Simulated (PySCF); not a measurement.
These are PBE-D3(BJ)/def2-TZVP // PBE0-D4/def2-TZVP run with PySCF 2.14.0 values and carry that method's errors. Isolated molecules, 0 K electronic values unless said otherwise. One relaxed conformer stands for a flexible species; it need not be the lowest. Excitations are Tamm–Dancoff values on a coarser integration grid. The basis has no diffuse functions, so Rydberg states are missing or too high.

Reference species (SMILES): `[OH][Al]([OH])[Br]` (H–O–Al–Br torsion 0°, Br–Al–O–H torsion -180°) (neutral, multiplicity 1).

```yaml
T1 excitation (TDA): 5.55 eV
LUMO: -1.63 eV
HOMO: -7.30 eV
HOMO–LUMO gap: 5.67 eV
```

Changed species: `[OH][Al]([OH])[OH]` (3 of 3 Br replaced by OH; the reference has 2 of 3 Br replaced by OH).

### Question
What does the change do to the T1 excitation (TDA), LUMO, HOMO and HOMO–LUMO gap?

### Answer
the T1 excitation (TDA) increases by 0.28 eV, to 5.83 eV; the LUMO rises by 0.34 eV, to -1.29 eV; the HOMO stays essentially unchanged; the HOMO–LUMO gap increases by 0.33 eV, to 6.00 eV.
